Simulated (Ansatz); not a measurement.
C3H6ClFSi (`C[C@]1(Cl)[SiH2][C@@H]1F`). Total charge 0; spin multiplicity 1. The geometry is a stationary point of PBE0-D4/def2-TZVP.

```xyz
12

C    -1.371   -0.174    0.592
C    -0.181   -0.456   -0.286
Cl   -0.482   -1.772   -1.438
Si    1.527   -0.135    0.419
C     0.518    0.762   -0.879
F    -0.095    1.973   -0.713
H    -2.227    0.134   -0.014
H    -1.151    0.636    1.292
H    -1.642   -1.062    1.163
H     2.704   -0.904   -0.033
H     1.560    0.371    1.806
H     0.839    0.626   -1.910
```

Q: What is the dipole moment at ωB97M-V/def2-TZVPP? (An estimate is asked.)

A: Ansatz gave: 1.83 D, with components (1.16, -0.15, 1.41) D in this frame, pointing from negative to positive charge.

Q: And with PBE, r2SCAN, B3LYP? (Estimate.)

A: The calculation gave: PBE 1.50 D, r2SCAN 1.64 D, B3LYP 1.77 D.

Q: Give the Mulliken charges with ωB97M-V, PBE, B3LYP in def2-TZVPP. (Best estimate.)

A: Computed: 
```csv
atom,ωB97M-V,PBE,B3LYP
C1,-0.29,-0.25,-0.24
C2,-0.05,0.08,0.05
Cl3,-0.11,-0.15,-0.16
Si4,0.20,0.15,0.23
C5,0.01,0.05,0.05
F6,-0.22,-0.18,-0.23
H7,0.13,0.10,0.10
H8,0.10,0.09,0.09
H9,0.12,0.10,0.10
H10,0.00,-0.04,-0.04
H11,0.00,-0.04,-0.04
H12,0.12,0.09,0.11
```

B3LYP here is the variant with VWN-RPA as its local correlation; programs differ in this.
